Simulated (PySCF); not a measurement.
## Correlation energy of Xe (xenon, neutral)

[Xe], closed-shell 1S. All numbers are calculated (PySCF 2.14, the spin-free X2C one-electron Hamiltonian (Gaussian nucleus), in aug-cc-pVTZ-DK3 (8s7p5d2f, 68 functions)). Frozen: [Kr] 4d10; 8 electrons correlated.

| level | correlation energy (mhartree) |
| --- | --- |
| CCSD | -163.63 |
| (T) | -5.54 |
| CCSD(T) | -169.17 |

Diagnostics: T1 = 0.0029, D1 = 0.0069, largest double amplitude 0.028.

Problem. Is a single reference adequate?

Solution. Yes, within this model without spin-orbit coupling: T1 lies below 0.03 and no double amplitude reaches 0.07.
